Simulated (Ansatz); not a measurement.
Start from `O[SiH2]C[Si](O)(O)O` and change one atom or group to get `O[Si](O)(O)O`.

Ansatz, PBE0-D4/def2-TZVP geometries, multiplicity 1. Each molecule was computed in one conformer, which needn't be the lowest.

```csv
property,`O[SiH2]C[Si](O)(O)O`
size of the dipole moment (PBE/def2-TZVPP) / D,2.34
HOMO energy (ωB97M-V/def2-TZVPP) / eV,-10.68
HOMO energy (PBE/def2-TZVPP) / eV,-6.85
HOMO–LUMO gap (ωB97M-V/def2-TZVPP) / eV,12.45
size of the dipole moment (ωB97M-V/def2-TZVPP) / D,2.39
LUMO energy (B3LYP/def2-TZVPP) / eV,-0.04
```

Task: What does the change do to each property? (An estimate is asked.)

Result: Computed: 
| property | `O[Si](O)(O)O` | shift |
| --- | --- | --- |
| size of the dipole moment (PBE/def2-TZVPP) / D | 0.00 | -2.34 |
| HOMO energy (ωB97M-V/def2-TZVPP) / eV | -11.59 | -0.91 |
| HOMO energy (PBE/def2-TZVPP) / eV | -7.34 | -0.49 |
| HOMO–LUMO gap (ωB97M-V/def2-TZVPP) / eV | 13.53 | 1.08 |
| size of the dipole moment (ωB97M-V/def2-TZVPP) / D | 0.00 | -2.39 |
| LUMO energy (B3LYP/def2-TZVPP) / eV | 0.06 | 0.10 |

With PBE0 the HOMO falls by 0.76 eV and the LUMO rises by 0.17 eV, so the gap widens by about 0.93 eV. PBE moves the HOMO by -0.49 eV and ωB97M-V by -0.91 eV.

B3LYP here is the variant with VWN-RPA as its local correlation; programs differ in this.
